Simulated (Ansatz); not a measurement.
Cost and result for the atomization energy of CH$_{7}$AlOSi$_{2}$ (`[CH2]1O[SiH2][SiH2][AlH]1`) (12 atoms, 12 bonds).

```
atom   x (Å)   y (Å)   z (Å)
  C1   1.013   1.249  -0.524
  O2   0.822   0.070  -1.313
 Si3  -0.527  -0.882  -1.179
 Si4  -0.812  -1.137   1.139
 Al5   0.458   0.938   1.366
  H6   0.471   2.094  -0.977
  H7   2.074   1.516  -0.598
  H8  -0.241  -2.097  -1.981
  H9  -1.722  -0.190  -1.753
 H10  -2.227  -1.124   1.600
 H11  -0.126  -2.354   1.657
 H12   0.818   1.915   2.565
```

Total charge 0; spin multiplicity 1. Geometry: relaxed with PBE0-D4/def2-TZVP. Program: Ansatz. All runs use 4 threads of an Intel Xeon Platinum 8175M on a shared host. Times are those of one run each, without the atoms' runs, and a repeat can differ threefold. Electronic energies, without spin–orbit coupling; frozen cores. CCSD(T)/CBS adds CCSD(T) − MP2 in def2-TZVPP to the MP2 limit, and its time is that of the two runs behind it. T1 = 0.014. HSE06 is the plane-wave form, built on full-range PBE exchange.

CCSD(T)/CBS is a level of theory with its own doubt, some kJ/mol a heavy atom from the limit and from the frozen cores, so smaller differences don't rank the functionals.

```csv
level,functions,wall time,atomization (kcal/mol),difference from CCSD(T)/CBS,per bond
revPBE-D4/def2-TZVPP,286,3.4 s,916.6,-15.7,-1.3
BLYP-D4/def2-TZVPP,286,4.4 s,921.1,-11.2,-0.9
PBE-D4/def2-TZVPP (with forces),286,6 s,935.4,3.1,0.3
HSE06-D4/def2-TZVPP,286,8 s,925.9,-6.4,-0.5
CCSD(T)/def2-SVP,117,8.5 s,867.8,-64.5,-5.4
r2SCANh-D4/def2-TZVPP,286,11 s,929.3,-3.0,-0.3
B2PLYP/def2-TZVPP,286,14 s,915.2,-17.1,-1.4
PBE-QIDH/def2-TZVPP,286,14 s,921.3,-11.0,-0.9
B97M-V/def2-TZVPP,286,15 s,939.6,7.3,0.6
ωB97X-V/def2-TZVPP,286,18 s,939.0,6.7,0.6
MP2/def2-QZVPP,534,44 s,927.6,-4.7,-0.4
CCSD(T)/def2-TZVPP,286,3.5 min,905.9,-26.4,-2.2
CCSD(T)/CBS(def2),–,4.3 min,932.3,0.0,0.0
```

From r2SCAN to r2SCAN0 (25 % exact exchange), in def2-TZVPP and without D4, the atomization energy moves by −12.7 kcal/mol: exact exchange takes away binding that semilocal exchange gives to molecules. Leaving LDA and LC-ωPBE aside and taking each functional with its dispersion term where it has one, the values, not all of them listed here, spread over 30.4 kcal/mol, from BHLYP-D4 to B97M-V. LDA lies +123.4 kcal/mol from PBE without D4, its usual overbinding. The D4 term adds +12.2 kcal/mol with B3LYP and +6.4 kcal/mol with PBE0; it sums over pairs of atoms, weighted by their polarisabilities, and B3LYP, whose exchange is more repulsive, gets the larger term.

B3LYP here is the variant with VWN-RPA as its local correlation; programs differ in this.
